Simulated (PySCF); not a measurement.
Vertical excitations of a molecule C₂H₅FO₂Si from TDA-PBE/def2-SVPD in PySCF, as energy in eV (oscillator strength): 4.82 (0.006), 6.15 (0.043), 6.28 (0.014), 6.56 (0.132), 6.79 (0.004), 7.01 (0.008), 7.35 (0.024), 7.52 (0.013), 7.71 (0.043), 7.81 (0.002). Lowest triplet (TDA): 4.12 eV. The structure is a stationary point at PBE-D3(BJ)/def2-SVP. Other conformers were not sampled.

Q: Which molecule gave these data?
(A) C[Si@H](F)OC=O
(B) CO[Si@@H](F)C=O
(C) O=CO[SiH2]CF
(D) C[Si@H](F)C(=O)O

A: D, C[Si@H](F)C(=O)O
